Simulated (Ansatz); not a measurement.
Born–Oppenheimer molecular dynamics of ClFH6NO2Ta (12 atoms, charge 0, multiplicity 1). It starts at the highest image of a converged band. Of that band: A structure lower than the last end lies on the path between it and the top, so the climb from that side starts below the end, which may itself be a saddle point or a shallow side well. The top lies less than 8 meV above the higher end, about what the thresholds resolve: that end is a shoulder or a very shallow well. A vibrational analysis at the climbing image gives one clearly imaginary mode, 56i cm⁻¹: a first-order saddle point.

All numbers below come from Ansatz 0.2.0, RKS PBE-D4/def2-SVP.

```yaml
ensemble: NVE (velocity Verlet)
time_step: 0.5 fs
steps_asked: 200
starting_velocities_drawn_for: 100 K
seed: 5602
```

First frame:

```xyz
12
Properties=species:S:1:pos:R:3
Ta -0.179 -0.329 0.092
Cl 2.173 -0.532 0.333
O -0.408 -0.575 1.974
H -0.152 -0.354 2.882
F 0.147 0.339 -1.671
N -1.201 1.356 0.286
H -1.632 1.696 1.149
H -1.299 2.025 -0.484
O -1.179 -1.848 -0.463
H -2.075 -2.183 -0.291
H 2.056 3.126 0.800
H 2.225 2.384 0.688
```

Q: How far do the bonds stretch over the last three quarters of this one trajectory? (Pairs bonded in most of those frames.)

A: 
| bond | mean (Å) | spread (Å) | shortest | longest |
| --- | --- | --- | --- | --- |
| Ta1–Cl2 | 2.367 | 0.010 | 2.35 | 2.38 |
| Ta1–O3 | 1.896 | 0.010 | 1.88 | 1.91 |
| Ta1–F5 | 1.920 | 0.007 | 1.91 | 1.93 |
| Ta1–N6 | 1.983 | 0.005 | 1.97 | 1.99 |
| Ta1–O9 | 1.913 | 0.016 | 1.89 | 1.94 |
| O3–H4 | 0.968 | 0.008 | 0.96 | 0.98 |
| N6–H7 | 1.024 | 0.004 | 1.02 | 1.03 |
| N6–H8 | 1.025 | 0.005 | 1.02 | 1.03 |
| O9–H10 | 0.976 | 0.014 | 0.95 | 1.00 |
| H11–H12 | 0.772 | 0.030 | 0.73 | 0.81 |

Pairs bonded in part of these frames only: Ta1–H10 23 %.

Mean temperature of the second half: 70 K. The conserved energy stayed within 0.14 meV per atom of its start (net change 0.12 meV per atom), so the integration is sound. A run of 0.1 ps of so small a system gives no equilibrium averages. The orbitals stay closed-shell, which can raise the energy where a bond breaks towards radicals; this wasn't checked here.

Time of the run: 5.4 min on 4 threads of Arm Neoverse V2 (shared host), peak memory 0.2 GiB.
